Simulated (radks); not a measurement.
Coulomb parameter of the 5d shell of the rhenium ion Re2+ in the model configuration [Xe] 4f14 5d4 6s1, as a second difference U = [E(n + 1) + E(n - 1) - 2 E(n)] / (1)^2 with all orbitals relaxed. "Bare": the charge of the atom changes with n. "Screened": the 6s shell takes up the change at fixed total charge, which measures U(5d,5d) + U(6s,6s) - 2 U(5d,6s). All-electron calculation, scalar-relativistic Kohn-Sham, PBE, spin-unpolarised, spherical densities, point nucleus. Program: a radial shooting solver on a logarithmic mesh with Libxc functionals.

[
 {"case": "start", "configuration": "[Xe] 4f14 5d4 6s1", "E - E(n) (eV)": "0.000"},
 {"case": "bare +1", "configuration": "[Xe] 4f14 5d5 6s1", "E - E(n) (eV)": "-18.148"},
 {"case": "bare -1", "configuration": "[Xe] 4f14 5d3 6s1", "E - E(n) (eV)": "29.484"},
 {"case": "screened +1", "configuration": "[Xe] 4f14 5d5", "E - E(n) (eV)": "-1.826"},
 {"case": "screened -1", "configuration": "[Xe] 4f14 5d3 6s2", "E - E(n) (eV)": "2.823"}
]

U(bare) = 11.336 eV, U(screened by 6s) = 0.997 eV, against the Slater integral F0(5d,5d) = 14.239 eV with frozen orbitals.
